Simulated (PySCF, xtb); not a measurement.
H4HfI2N2, SMILES [NH2][Hf]([NH2])([I])[I], multiplicity 1. The values are those of a single conformer.

Harmonic wavenumbers (cm⁻¹) from GFN2-xTB (xtb) at its own minimum, in rising order: 37, 47, 70, 72, 82, 176, 182, 187, 205, 388, 441, 476, 480, 483, 493, 1558, 1559, 3343, 3347, 3357, 3358.

### Question
What does PBE-D3(BJ)/def2-SVP run with PySCF 2.14.0 give at its own minimum? (An estimate is asked for; the answer gives what the named calculation found.)

### Answer
42, 79, 92, 110, 153, 153, 183, 204, 317, 442, 458, 490, 490, 627, 642, 1435, 1451, 3442, 3445, 3535, 3545. Paired by order, the mean absolute difference is 72 cm⁻¹ and the zero-point energies are 29.1 and 30.5 kcal/mol.
